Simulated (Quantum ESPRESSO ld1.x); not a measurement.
Results of a calculation; reference values are marked as such.
All-electron atom: the ruthenium ion Ru16+ in [Ar] 3d10.

Level of theory: non-relativistic Kohn-Sham, PBE, spin-unpolarised, spherical densities, point nucleus; relativity is left out, which matters for an element this heavy (ld1.x of Quantum ESPRESSO 7.5).

Energy parts (Ry):
total: -8697.862
kinetic: 8694.989
electron-nucleus: -19870.866
Hartree: 2715.358
exchange-correlation: -237.342

Orbitals (lengths in bohr, moments of r in powers of bohr):
| orbital | occ. | eigenvalue (Ry) | <r^4> |
|---|---|---|---|
| 1s | 2 | -1596.8596 | 6.519e-06 |
| 2s | 2 | -249.5638 | 0.001214 |
| 2p | 6 | -233.1284 | 0.0008080 |
| 3s | 2 | -65.8188 | 0.05563 |
| 3p | 6 | -59.3535 | 0.05547 |
| 3d | 10 | -47.5163 | 0.04994 |
| 4s | 0 | -28.1111 | 1.075 |
| 4p | 0 | -25.7823 | 1.218 |
| 4d | 0 | -21.8029 | 1.530 |
| 4f | 0 | -17.6837 | 1.756 |

The highest occupied level is 3d at -646.49 eV. Summed over all electrons, <r^2> = 3.335 bohr^2, which gives a Langevin (diamagnetic) susceptibility term of -2.64 x 10^-6 cm^3/mol. Virial ratio -V/T = 2.00033.

Run on one thread of a shared host, so times are rough (Intel(R) Xeon(R) Processor @ 2.60GHz): 0.64 s of CPU time, 0.69 s wall, 21 iterations on 1925 mesh points.
